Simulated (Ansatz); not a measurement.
A nudged elastic band was laid between two geometries of CH7AlFGeN (12 atoms, charge 0, multiplicity 1).

Level of theory: RHF/def2-SVP in Ansatz.

| Quantity | Value |
| --- | --- |
| movable images | 8 |
| climbing image | no |
| spring | 5.0 eV/Å² |
| optimiser | quadratic models (default) |
| start path | through a guess of the saddle point |
| force threshold | 0.05 eV/Å |
| iteration limit | 60 |
| end points | relaxed |

First end point:

```xyz
12
Properties=species:S:1:pos:R:3
F -1.582 -0.442 -0.701
C -0.363 0.287 -0.649
Al -0.995 2.181 -0.769
N 0.377 -0.032 0.510
Ge 1.066 -1.723 0.797
H 0.185 -0.058 -1.526
H -1.386 2.890 0.588
H -1.116 2.912 -2.162
H 0.059 0.437 1.338
H 2.162 -1.590 1.862
H 0.018 -2.732 1.286
H 1.652 -2.185 -0.540
```

Last end point:

```xyz
12
Properties=species:S:1:pos:R:3
F -1.218 -0.998 -0.625
C -0.532 0.078 -0.367
Al -1.062 2.038 -1.073
N 0.501 -0.177 0.361
Ge 1.058 -1.876 1.036
H -0.993 1.867 -2.662
H -2.495 2.277 -0.404
H 0.188 2.789 -0.379
H 1.040 0.648 0.568
H 2.317 -1.529 1.821
H -0.063 -2.402 1.919
H 1.337 -2.770 -0.163
```

Q: Which bonds break or form, and what moves?

A: Bonds broken: C2–H6. Bonds formed: Al3–H6.

Q: Give the energies along the band, and the barrier.

A: The run converged. The highest image is number 6 of 0 to 9, 0.65 eV above the first end and 0.54 eV above the last; the last end lies 0.11 eV above the first. The profile has 2 maxima (images 3, 6) with wells between them (image 4): this band takes more than one step, which may be the mechanism or a detour left from its start path. No image climbed, so the highest image needn't sit at the top of the path. The orbitals stay closed-shell, which can raise the energy where a bond breaks towards radicals; this wasn't checked here.

| image | path coordinate (Å) | energy (eV) | C2–H6 (Å) | Al3–H6 (Å) |
| --- | --- | --- | --- | --- |
| 0 | 0.00 | 0.00 | 1.09 | 2.64 |
| 1 | 1.06 | 0.01 | 1.09 | 2.62 |
| 2 | 2.12 | 0.06 | 1.09 | 2.60 |
| 3 | 3.17 | 0.09 | 1.10 | 2.58 |
| 4 | 4.23 | 0.06 | 1.09 | 2.61 |
| 5 | 5.28 | 0.47 | 1.15 | 2.15 |
| 6 | 6.34 | 0.65 | 2.23 | 1.64 |
| 7 | 7.39 | 0.32 | 2.59 | 1.61 |
| 8 | 8.44 | 0.16 | 2.80 | 1.61 |
| 9 | 9.49 | 0.11 | 2.95 | 1.60 |

Q: What is the geometry of the highest image?

A: 
```xyz
12
Properties=species:S:1:pos:R:3
F -1.631 -0.626 0.200
C -0.794 0.360 0.364
Al -0.926 1.888 -1.077
N 0.300 -0.042 0.940
Ge 1.050 -1.777 0.670
H -0.349 0.546 -1.812
H -2.407 2.322 -1.449
H 0.178 2.999 -0.755
H 0.929 0.710 1.156
H 2.445 -1.656 1.274
H 0.194 -2.820 1.366
H 1.089 -1.959 -0.843
```

Time of the run: 5.3 min on 2 threads of Intel(R) Xeon(R) 6975P-C (Granite Rapids), on a shared host, peak memory 0.37 GiB.
